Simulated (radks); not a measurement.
The numbers below are computed, except where a source is named.
Charge is removed step by step from the 5s level of the samarium ion Sm3+, starting from [Xe] 4f5. Code: a radial shooting solver on a logarithmic mesh with Libxc functionals. Model: scalar-relativistic Kohn-Sham, BLYP, spin-unpolarised, spherical densities, finite nucleus; Fermi nuclear charge, rms radius 5.0819 fm.

[
 {"removed (e)": "0", "E - E(0) (eV)": "0.000", "eigenvalue (eV)": "-70.885", "E minus straight line (eV)": "0.000"},
 {"removed (e)": "0.1", "E - E(0) (eV)": "7.157", "eigenvalue (eV)": "-72.327", "E minus straight line (eV)": "-0.659"},
 {"removed (e)": "0.2", "E - E(0) (eV)": "14.459", "eigenvalue (eV)": "-73.777", "E minus straight line (eV)": "-1.173"},
 {"removed (e)": "0.3", "E - E(0) (eV)": "21.907", "eigenvalue (eV)": "-75.234", "E minus straight line (eV)": "-1.542"},
 {"removed (e)": "0.4", "E - E(0) (eV)": "29.500", "eigenvalue (eV)": "-76.697", "E minus straight line (eV)": "-1.765"},
 {"removed (e)": "0.5", "E - E(0) (eV)": "37.240", "eigenvalue (eV)": "-78.168", "E minus straight line (eV)": "-1.841"},
 {"removed (e)": "0.6", "E - E(0) (eV)": "45.127", "eigenvalue (eV)": "-79.644", "E minus straight line (eV)": "-1.770"},
 {"removed (e)": "0.7", "E - E(0) (eV)": "53.162", "eigenvalue (eV)": "-81.127", "E minus straight line (eV)": "-1.551"},
 {"removed (e)": "0.8", "E - E(0) (eV)": "61.346", "eigenvalue (eV)": "-82.617", "E minus straight line (eV)": "-1.183"},
 {"removed (e)": "0.9", "E - E(0) (eV)": "69.679", "eigenvalue (eV)": "-84.113", "E minus straight line (eV)": "-0.667"},
 {"removed (e)": "1", "E - E(0) (eV)": "78.162", "eigenvalue (eV)": "-85.614", "E minus straight line (eV)": "0.000"}
]

Removing the whole electron costs 78.162 eV by Delta-SCF, against 70.885 eV from minus the eigenvalue at the starting occupation. Slater's transition state (half an electron removed) gives 78.168 eV. Integrating minus the eigenvalue over the occupation (Janak's theorem) gives 78.195 eV. In this scalar-relativistic scheme the density is built from large components alone, so the theorem holds only approximately. The mean slope of the eigenvalue, de/dn, is 14.7 eV per electron.
